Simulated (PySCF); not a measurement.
C3H7O, SMILES [O]C(C)C, multiplicity 2.

Geometry: PBE-D3(BJ)/def2-SVP. The isomer is the one that the SMILES or the coordinates give; other isomers of the formula were not compared.

Computed with PBE-D3(BJ)/def2-SVP (PySCF).

Harmonic, unscaled wavenumbers; measured fundamentals usually lie a few per cent lower.

| mode | ν (cm⁻¹) | IR (km/mol) | moving atoms (share of kinetic energy) |
|---|---|---|---|
| 1 | 192 | 0.1 | H 98 % |
| 2 | 233 | 0.7 | H 91 % |
| 3 | 347 | 0.6 | C 45 %, H 42 %, O 13 % |
| 4 | 408 | 1.3 | O 44 %, C 35 %, H 21 % |
| 5 | 442 | 5.3 | C 50 %, H 36 %, O 14 % |
| 6 | 791 | 0.3 | C 63 %, H 27 %, O 10 % |
| 7 | 841 | 19.0 | H 90 %, C 10 % |
| 8 | 872 | 5.4 | H 69 %, C 30 % |
| 9 | 964 | 3.0 | H 64 %, C 23 %, O 13 % |
| 10 | 1013 | 2.6 | H 51 %, C 30 %, O 19 % |
| 11 | 1013 | 11.7 | H 56 %, C 44 % |
| 12 | 1088 | 13.0 | C 53 %, H 47 % |
| 13 | 1124 | 7.8 | H 80 %, C 18 % |
| 14 | 1204 | 21.6 | C 66 %, H 20 %, O 13 % |
| 15 | 1302 | 1.9 | H 80 %, C 20 % |
| 16 | 1327 | 1.9 | H 80 %, C 20 % |
| 17 | 1396 | 3.4 | H 96 % |
| 18 | 1401 | 3.5 | H 96 % |
| 19 | 1413 | 9.3 | H 96 % |
| 20 | 1421 | 8.4 | H 95 % |
| 21 | 2687 | 21.5 | H 93 % |
| 22 | 2972 | 20.8 | H 97 % |
| 23 | 2977 | 10.1 | H 97 % |
| 24 | 3066 | 1.6 | H 91 %, C 9 % |
| 25 | 3070 | 24.2 | H 91 %, C 9 % |
| 26 | 3087 | 6.4 | H 90 %, C 10 % |
| 27 | 3088 | 14.2 | H 90 %, C 10 % |
